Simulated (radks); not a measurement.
Task: Re3+, configuration [Xe] 4f14 5d4. All-electron calculation, Dirac Kohn-Sham, BLYP, spin-unpolarised, spherical densities, finite nucleus; open shells are shared between the two j in proportion to 2j + 1; Fermi nuclear charge, rms radius 5.3698 fm. Program: a radial shooting solver on a logarithmic mesh with Libxc functionals.

Spin-orbit splittings of the eigenvalues, e(l+1/2) - e(l-1/2), with zeta = 2 splitting/(2l+1) and mean radii in bohr:

| shell | occ. | splitting (eV) | zeta (eV) | <r> j=l-1/2 | <r> j=l+1/2 |
|---|---|---|---|---|---|
| 2p | 6 | 1440 | 960.0 | 0.06246 | 0.07053 |
| 3p | 6 | ? | ? | 0.1870 | 0.2019 |
| 3d | 10 | 67.89 | 27.16 | 0.1765 | 0.1811 |
| 4p | 6 | 73.00 | 48.66 | 0.4450 | 0.4785 |
| 4d | 10 | 13.49 | 5.395 | 0.4934 | 0.5048 |
| 4f | 14 | 2.515 | 0.7187 | 0.5753 | 0.5840 |
| 5p | 6 | 11.18 | 7.455 | 1.129 | 1.227 |
| 5d | 4 | 1.102 | 0.4407 | 1.661 | 1.707 |

Estimate the 3p splitting.

Result: 312.7 eV (zeta = 208.5 eV).
